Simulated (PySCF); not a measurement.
Computed XPS line lists of a few unrelated compounds.

Method used: delta-SCF UKS SCAN, pcX-2 on the ionised atom, pcseg-1 elsewhere, spin-free X2C (PySCF). Geometries: PBE0-D3(BJ)/def2-SVP; isolated species, one conformer each.

Line lists (1s up to Mg, 2p3/2 beyond, nothing for Ga; areas count atoms within a level, one atom standing for each set equivalent by bonding):
1. C 1s: 290.45 (area 1), 290.74 (area 1), 293.04 (area 1) eV; F 1s: 692.31 eV; Si 2p3/2: 106.22 (area 1), 106.26 (area 1) eV
2. C 1s: 291.86 eV; O 1s: 532.98 eV; F 1s: 687.94 eV
3. C 1s: 294.22 eV; N 1s: 405.39 eV

Structures:
A. `N=C=N`
B. `FC(F)[O][GaH3-]`
C. `C[C@@H](CF)[SiH2][SiH3]`

Which list belongs to which compound?

- 1 = C: no other candidate has this set of levels. C 1s: 290.45 sp3 carbon bound to silicon, 290.74 methyl carbon, 293.04 sp3 C–F carbon; F 1s: 692.31 alkyl fluorine; Si 2p3/2: 106.22 SiH2 silicon, 106.26 SiH3 silicon.
- 2 = B: no other candidate has this set of levels. C 1s: 291.86 CHF2 carbon; O 1s: 532.98 oxygen bonded to C and Ga; F 1s: 687.94 fluorine of a CF2 group (×2).
- 3 = A: no other candidate has this set of levels. C 1s: 294.22 central carbon of cumulated double bonds; N 1s: 405.39 nitrogen bonded to C and H (×2).

2p3/2 and 2p1/2 are the ΔSCF energy of one spin-free 2p hole plus the eigenvalues of a spin–orbit and ligand-field matrix of the shell.
